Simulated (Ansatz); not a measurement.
Coupled-cluster diagnostics for HgH2, Ansatz.

Geometry of the singlet (r2SCAN-D4/def2-TZVP):

Cartesian coordinates in Å:
```
Hg 0.000 0.000 0.000
H -1.017 0.459 1.210
H 1.017 -0.459 -1.210
```

In the def2 sets Hg takes a core potential; there is no spin–orbit coupling. Correlated methods freeze no core orbitals; core or outer-core shells of Hg are correlated, in sets that lack core-valence functions.

(1) Estimate the CCSD(T) correlation energy, the shares of MP2 and (T), T1 and the reference's ⟨S²⟩ for: charge 0, singlet, own geometry in def2-TZVPP; charge 1, doublet, vertical in def2-TZVPP; and the rough time on 4 threads of Intel Xeon on a shared host.

Answers

(1) 
```tsv
state	basis	correlation (eV)	MP2 share (%)	(T) share (%)	T1	⟨S²⟩ (pure)	wall time
charge 0, singlet, own geometry	def2-TZVPP	-18.253	101.7	3.2	0.015	0.00 (0.00)	2.6 s
charge 1, doublet, vertical	def2-TZVPP	-17.420	101.9	3.2	0.019	0.84 (0.75)	7 s
```
Customary marks for T1 are 0.02 (closed shells), 0.045 (open shells) and about 0.05 (3d metals). T1 stays under 0.02 throughout.
